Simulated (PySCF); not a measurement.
Job file and geometry (Å, from GFN2-xTB) of a spin–spin coupling run on `C=[CH][GeH2][O]CC`, C4H10GeO, PySCF 2.14.0, density-fitted response routines, B3LYP/pcJ-1 Ge:pcSseg-1 indirect spin-spin coupling, non-relativistic, gas phase; density fitting, a coarse starting grid and PySCF grid level 2 are the driver's defaults:

```
$ OMP_NUM_THREADS=1 python probes_run.py task.json out

{"job": {"kind": "j", "xc": "B3LYP", "basis": "pcJ-1"}, "charge": 0, "multiplicity": 1}
C      2.131377    -0.767337     1.273928
C      2.329198    -0.077100     0.162613
Ge     1.071984     1.288063    -0.482842
O     -0.569008     0.906577     0.001539
C     -1.270475    -0.285571    -0.282686
C     -2.553412    -0.301965     0.534525
H      2.816615    -1.526260     1.622745
H      1.260211    -0.596211     1.888560
H      3.211188    -0.267152    -0.433924
H      1.176253     2.641906     0.148603
H      1.151962     1.395866    -1.995645
H     -1.509508    -0.332816    -1.352551
H     -0.659090    -1.163576    -0.035596
H     -2.317445    -0.245181     1.594111
H     -3.168498     0.555186     0.273466
H     -3.108951    -1.215485     0.339225
```

Problem. Write the output of this run.

Solution. 
```
coarse grid: 58040 points
cycle   1  E = -2310.3215166363  dE = -1.940e-01  |g| = 1.234e+00  |ddm| = 3.257e+00
cycle   2  E = -2309.9142536387  dE =  4.073e-01  |g| = 1.900e+00  |ddm| = 2.273e+00
cycle   3  E = -2310.4772432541  dE = -5.630e-01  |g| = 3.793e-01  |ddm| = 1.865e+00
cycle   4  E = -2310.5013587085  dE = -2.412e-02  |g| = 9.696e-02  |ddm| = 3.094e-01
cycle   5  E = -2310.5026558275  dE = -1.297e-03  |g| = 2.831e-02  |ddm| = 8.252e-02
cycle   6  E = -2310.5028141483  dE = -1.583e-04  |g| = 1.220e-02  |ddm| = 2.617e-02
cycle   7  E = -2310.5028505481  dE = -3.640e-05  |g| = 2.196e-03  |ddm| = 1.052e-02
cycle   8  E = -2310.5028516696  dE = -1.122e-06  |g| = 6.045e-04  |ddm| = 2.062e-03
final grid: 122800 points
cycle   9  E = -2310.5028536060  dE = -1.919e-08  |g| = 7.567e-04  |ddm| = 1.835e-03
cycle  10  E = -2310.5028534946  dE =  1.115e-07  |g| = 1.017e-03  |ddm| = 1.254e-03
cycle  11  E = -2310.5028537348  dE = -2.402e-07  |g| = 1.470e-04  |ddm| = 7.651e-04
cycle  12  E = -2310.5028537398  dE = -4.996e-09  |g| = 9.702e-06  |ddm| = 1.037e-04
cycle  13  E = -2310.5028537398  dE = -1.228e-11  |g| = 4.399e-06  |ddm| = 1.255e-05
converged SCF energy = -2310.5028537398

Indirect spin-spin couplings (Hz)
  i      j    bonds     total        FC       PSO       DSO        SD
  0 C    1 C    1     70.278    80.341   -10.271     0.209         -
  0 C    3 O    3     -0.179    -0.289     0.111    -0.001         -
  0 C    6 H    1    165.294   164.474     0.187     0.633         -
  0 C    7 H    1    163.426   162.493     0.184     0.749         -
  0 C    8 H    2     -4.362    -2.501    -1.451    -0.410         -
  0 C    9 H    3      1.114     1.431     0.088    -0.404         -
  0 C   10 H    3      5.243     5.666     0.276    -0.698         -
  0 C   12 H    5      0.187     0.084    -0.279     0.382         -
  1 C    3 O    2      0.130     0.136    -0.055     0.049         -
  1 C    4 C    3      0.151     0.167    -0.009    -0.007         -
  1 C    6 H    2     -1.657     0.035    -1.287    -0.404         -
  1 C    7 H    2     -0.658     0.992    -1.386    -0.264         -
  1 C    8 H    1    160.483   159.287     0.097     1.099         -
  1 C    9 H    2     12.087    12.791     0.046    -0.749         -
  1 C   10 H    2     18.567    19.143    -0.039    -0.536         -
  1 C   11 H    4      0.258     0.340     0.094    -0.175         -
  1 C   12 H    4      0.505     0.362    -0.180     0.323         -
  3 O    4 C    1     21.096    21.906    -0.623    -0.187         -
  3 O    5 C    2     -9.181    -9.357     0.214    -0.039         -
  3 O    8 H    3     -0.694    -0.960    -0.090     0.356         -
  3 O    9 H    2    -21.468   -21.542    -0.061     0.136         -
  3 O   10 H    2     -2.247    -2.572    -0.072     0.398         -
  3 O   11 H    2     -4.260    -3.602    -0.596    -0.062         -
  3 O   12 H    2     -2.942    -2.228    -0.645    -0.070         -
  3 O   13 H    3     -2.325    -2.129    -0.042    -0.154         -
  3 O   14 H    3     -1.937    -1.728    -0.059    -0.149         -
  3 O   15 H    3    -14.210   -14.235    -0.141     0.165         -
  4 C    5 C    1     39.536    39.947    -0.628     0.216         -
  4 C    7 H    5      0.200     0.127    -0.179     0.253         -
  4 C    8 H    4     -0.286    -0.197     0.165    -0.255         -
  4 C    9 H    3      6.120     6.536     0.319    -0.735         -
  4 C   10 H    3      0.037     0.153     0.070    -0.186         -
  4 C   11 H    1    144.219   143.047     0.059     1.113         -
  4 C   12 H    1    143.451   142.257     0.039     1.155         -
  4 C   13 H    2     -6.249    -6.257     0.062    -0.053         -
  4 C   14 H    2     -6.296    -6.289     0.056    -0.063         -
  4 C   15 H    2      1.467     1.396     0.139    -0.068         -
  5 C   11 H    2     -1.293    -1.252     0.097    -0.139         -
  5 C   12 H    2     -1.646    -1.608     0.075    -0.113         -
  5 C   13 H    1    134.557   132.749     1.124     0.684         -
  5 C   14 H    1    135.348   133.565     1.110     0.673         -
  5 C   15 H    1    128.520   126.587     1.298     0.635         -
  6 H    7 H    2      2.172     1.655     3.651    -3.134         -
  6 H    8 H    3     15.122    15.292     0.257    -0.427         -
  6 H    9 H    4     -1.171    -0.504     1.031    -1.698         -
  6 H   10 H    4      2.192     3.058     1.064    -1.930         -
  6 H   12 H    6      0.185     0.051     0.000     0.134         -
  7 H    8 H    3     21.558    21.814     2.705    -2.961         -
  7 H    9 H    4     -1.587    -0.935     0.078    -0.730         -
  7 H   10 H    4     -1.298     0.650     1.029    -2.978         -
  7 H   12 H    6      0.533     0.071    -1.725     2.187         -
  7 H   13 H    7      0.250     0.001    -1.154     1.403         -
  8 H    9 H    3      0.580     2.122     1.038    -2.580         -
  8 H   10 H    3     -1.008    -0.872     0.030    -0.165         -
  8 H   11 H    5     -0.266     0.048     0.565    -0.879         -
  8 H   13 H    6     -0.237    -0.004     0.682    -0.915         -
  8 H   14 H    6     -0.304     0.011     0.830    -1.145         -
  9 H   10 H    2     21.012    24.659     1.091    -4.738         -
  9 H   11 H    4     -2.029    -0.555     1.127    -2.600         -
  9 H   12 H    4     -2.241    -0.473     1.171    -2.939         -
  9 H   13 H    5     -0.291     0.001     0.334    -0.626         -
  9 H   14 H    5     -0.240     0.007     0.364    -0.611         -
  9 H   15 H    5     -0.159     0.316     0.951    -1.426         -
 10 H   11 H    4      0.608     0.249    -0.579     0.938         -
 10 H   12 H    4     -0.496     0.164     0.365    -1.026         -
 10 H   13 H    5     -0.618     0.112     0.892    -1.622         -
 10 H   14 H    5     -0.340     0.002     0.485    -0.828         -
 11 H   12 H    2     -8.676    -9.194     2.024    -1.506         -
 11 H   13 H    3     14.325    14.272     2.752    -2.700         -
 11 H   14 H    3      5.782     5.675     0.350    -0.243         -
 11 H   15 H    3      1.973     1.881     0.397    -0.306         -
 12 H   13 H    3      5.381     5.236     0.318    -0.174         -
 12 H   14 H    3     14.664    14.597     2.711    -2.644         -
 12 H   15 H    3      2.359     2.239     0.286    -0.167         -
 13 H   14 H    2    -12.745   -12.989     2.730    -2.486         -
 13 H   15 H    2    -13.261   -13.465     2.892    -2.688         -
 14 H   15 H    2    -13.219   -13.418     2.918    -2.719         -
```

Size and cost of the density-fitted run: 276 basis functions, 87 s wall time on 1 thread of an Arm Neoverse V1, shared host; peak memory 1.1 GiB.
